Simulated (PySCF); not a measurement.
BLYP on Si (silicon, neutral), [Ne] 3s2 3p1 3d1, one real determinant (an excited configuration). Computed with PySCF 2.14 in dyall-acv3z (19s12p6d4f, 113 functions), with scalar relativity by spin-free X2C-1e.

```
cycle= 1 E= -289.78069927169  delta_E= -0.0135  |g|= 0.0176  |ddm|= 0.197
cycle= 2 E= -289.780883324684  delta_E= -0.000184  |g|= 0.00582  |ddm|= 0.0528
cycle= 3 E= -289.780919392082  delta_E= -3.61e-05  |g|= 0.00237  |ddm|= 0.0181
cycle= 4 E= -289.780920984588  delta_E= -1.59e-06  |g|= 0.000374  |ddm|= 0.00226
cycle= 5 E= -289.780921008506  delta_E= -2.39e-08  |g|= 1.95e-05  |ddm|= 0.000285
cycle= 6 E= -289.780921008864  delta_E= -3.58e-10  |g|= 1.24e-06  |ddm|= 3.44e-05
converged SCF energy = -289.780921008864  <S^2> = 2.0022909  2S+1 = 3.0015269
```

Highest occupied orbital energy: 0.017 eV; ⟨L²⟩ = 8.01; populations by l: s 6.00, p 7.00, d 1.00, f 0.00.

Question: Can this result be used?

Answer: Not for this state. The run converged. ⟨L²⟩ = 8.01 against 12 for a pure F term, so this real determinant mixes terms. The outer electron is Rydberg-like, and this basis confines it to a smaller radius and binds it less than a complete one would. At BLYP the highest occupied level has a positive energy, so only the finite basis holds that electron; for this excited configuration the basis is too tight for the outer shell.
